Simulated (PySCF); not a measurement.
C₂H₅Ga, singlet, geometry from GFN2-xTB (such geometries of metal compounds can be far from the true shape), with bond 7-5 at 1.8 times its length; CASSCF(6,4)/STO-3G in PySCF.

Input for PySCF:
```python
from pyscf import gto, scf, mcscf
import numpy

mol = gto.M(
    atom='''
Ga   -0.071319    0.090295    0.733806
H    -0.886100    1.443076    0.804955
H     0.306161   -0.590981    2.112374
C     0.393416   -0.612460   -1.088303
C    -0.018223    0.112412   -2.124432
H     0.950097   -1.531709   -1.266553
H     0.310708   -0.362924   -3.985010
H    -0.574949    1.032432   -1.964254
''',
    basis='sto-3g',
    charge=0,
    spin=0,
    verbose=4,
)

mf = scf.RHF(mol)
mf.kernel()
mc = mcscf.CASSCF(mf, 4, 6)
mc.fix_spin_(ss=0.0)
mc = mc.newton()
mc.kernel()
occ = numpy.linalg.eigvalsh(mc.fcisolver.make_rdm1(mc.ci, mc.ncas, mc.nelecas))[::-1]
ss = mc.fcisolver.spin_square(mc.ci, mc.ncas, mc.nelecas)[0]
print('natural occupations', occ.round(4), ' <S^2>', round(ss, 4))
```

It wrote (shortened):

```
PySCF version 2.14.0

[INPUT] verbose = 4
[INPUT] num. atoms = 8
[INPUT] num. electrons = 48
[INPUT] charge = 0
[INPUT] spin (= nelec alpha-beta = 2S) = 0
[INPUT] symmetry False subgroup None
[INPUT] Mole.unit = angstrom
[INPUT] Symbol           X                Y                Z      unit          X                Y                Z       unit  Magmom
[...]
nuclear repulsion = 150.365350954707
number of shells = 19
number of NR pGTOs = 99
number of NR cGTOs = 33
basis = sto-3g
ecp = {}

******** <class 'pyscf.scf.hf.RHF'> ********
method = RHF
initial guess = minao
damping factor = 0
level_shift factor = 0
DIIS = <class 'pyscf.scf.diis.CDIIS'>
diis_start_cycle = 1
diis_space = 8
diis_damp = 0
SCF conv_tol = 1e-09
SCF conv_tol_grad = None
SCF max_cycles = 50
direct_scf = True
direct_scf_tol = 1e-13
Set gradient conv threshold to 3.16228e-05
Initial guess from minao.
init E= -1975.85028971611
[...]
cycle= 1 E= -1978.15692850801  delta_E= -2.31  |g|= 0.496  |ddm|= 3.28
[...]
cycle= 2 E= -1978.27884590628  delta_E= -0.122  |g|= 0.209  |ddm|= 1.32
[...]
cycle= 3 E= -1978.2964323521  delta_E= -0.0176  |g|= 0.0692  |ddm|= 0.373
[...]
cycle= 4 E= -1978.29937052944  delta_E= -0.00294  |g|= 0.0269  |ddm|= 0.141
[...]
cycle= 5 E= -1978.29998133062  delta_E= -0.000611  |g|= 0.00773  |ddm|= 0.0783
[...]
cycle= 6 E= -1978.30005628844  delta_E= -7.5e-05  |g|= 0.00344  |ddm|= 0.0282
[...]
cycle= 7 E= -1978.30007556729  delta_E= -1.93e-05  |g|= 0.00176  |ddm|= 0.015
[...]
cycle= 8 E= -1978.30008490529  delta_E= -9.34e-06  |g|= 0.00148  |ddm|= 0.00937
[...]
cycle= 9 E= -1978.30009516566  delta_E= -1.03e-05  |g|= 0.00121  |ddm|= 0.012
[...]
cycle= 10 E= -1978.30011072744  delta_E= -1.56e-05  |g|= 0.000662  |ddm|= 0.0272
[...]
cycle= 11 E= -1978.3001153966  delta_E= -4.67e-06  |g|= 0.000284  |ddm|= 0.0193
[...]
cycle= 12 E= -1978.30011582237  delta_E= -4.26e-07  |g|= 7.63e-05  |ddm|= 0.00674
[...]
cycle= 13 E= -1978.30011582715  delta_E= -4.78e-09  |g|= 3.47e-05  |ddm|= 0.000398
[...]
cycle= 14 E= -1978.30011582864  delta_E= -1.49e-09  |g|= 2.07e-05  |ddm|= 0.00012
[...]
cycle= 15 E= -1978.30011582952  delta_E= -8.77e-10  |g|= 1.78e-05  |ddm|= 7.6e-05
[...]
Extra cycle  E= -1978.30011583014  delta_E= -6.21e-10  |g|= 1.63e-05  |ddm|= 5.67e-05
converged SCF energy = -1978.30011583014

******** <class 'pyscf.mcscf.newton_casscf.CASSCF'> ********
CAS (3e+3e, 4o), ncore = 21, nvir = 8
max_cycle_macro = 50
max_cycle_micro = 10
conv_tol = 1e-07
conv_tol_grad = None
[...]
CASCI E = -1978.30021611506  dE = -1978.3002  S^2 = 0.0000000
[...]
macro 31 (13 JK  8 micro), CASSCF E = -1978.40273015527  dE = -0.0002176  |grad|=0.0139  S^2 = 0.0000000
macro 32 (19 JK  14 micro), CASSCF E = -1978.40281586791  dE = -8.571e-05  |grad|=0.012  S^2 = 0.0000000
macro 33 (11 JK  7 micro), CASSCF E = -1978.40282033384  dE = -4.466e-06  |grad|=0.00472  S^2 = 0.0000000
macro 34 (10 JK  6 micro), CASSCF E = -1978.40286427747  dE = -4.394e-05  |grad|=0.00297  S^2 = 0.0000000
macro 35 (22 JK  17 micro), CASSCF E = -1978.4028799289  dE = -1.565e-05  |grad|=0.0247  S^2 = 0.0000000
macro 36 (14 JK  9 micro), CASSCF E = -1978.40289926932  dE = -1.934e-05  |grad|=0.00548  S^2 = 0.0000000
macro 37 (12 JK  8 micro), CASSCF E = -1978.40291740566  dE = -1.814e-05  |grad|=0.00207  S^2 = 0.0000000
macro 38 (11 JK  7 micro), CASSCF E = -1978.40289855504  dE = 1.885e-05  |grad|=0.00584  S^2 = 0.0000000
macro 39 (15 JK  10 micro), CASSCF E = -1978.40295594666  dE = -5.739e-05  |grad|=0.00438  S^2 = 0.0000000
macro 40 (16 JK  11 micro), CASSCF E = -1978.40296990502  dE = -1.396e-05  |grad|=0.0038  S^2 = 0.0000000
macro 41 (7 JK  3 micro), CASSCF E = -1978.4029746998  dE = -4.795e-06  |grad|=0.00192  S^2 = 0.0000000
macro 42 (17 JK  12 micro), CASSCF E = -1978.40296711161  dE = 7.588e-06  |grad|=0.00199  S^2 = 0.0000000
macro 43 (6 JK  2 micro), CASSCF E = -1978.40296967758  dE = -2.566e-06  |grad|=0.00187  S^2 = 0.0000000
macro 44 (11 JK  7 micro), CASSCF E = -1978.40297300506  dE = -3.327e-06  |grad|=0.00197  S^2 = 0.0000000
macro 45 (12 JK  8 micro), CASSCF E = -1978.40297702211  dE = -4.017e-06  |grad|=0.00151  S^2 = 0.0000000
macro 46 (12 JK  8 micro), CASSCF E = -1978.40297930878  dE = -2.287e-06  |grad|=0.00155  S^2 = 0.0000000
macro 47 (8 JK  4 micro), CASSCF E = -1978.40298070801  dE = -1.399e-06  |grad|=0.000872  S^2 = 0.0000000
macro 48 (13 JK  9 micro), CASSCF E = -1978.4029810577  dE = -3.497e-07  |grad|=0.000819  S^2 = 0.0000000
macro 49 (11 JK  7 micro), CASSCF E = -1978.40297812827  dE = 2.929e-06  |grad|=0.000473  S^2 = 0.0000000
macro 50 (14 JK  9 micro), CASSCF E = -1978.40298473776  dE = -6.609e-06  |grad|=0.00145  S^2 = 0.0000000
newton CASSCF not converged, 50 macro (117 KF 515 Hx) steps
CASSCF canonicalization
Density matrix diagonal elements [1.76968745 1.97947809 1.20177358 1.04906088]
CASSCF energy = -1978.40298473776
CASCI E = -1978.40298473776  E(CI) = -20.1215382057196  S^2 = 0.0000000
natural occupations [2.     2.     1.0004 0.9996]  <S^2> 0.0
```

The run did not converge; its last values are not results.
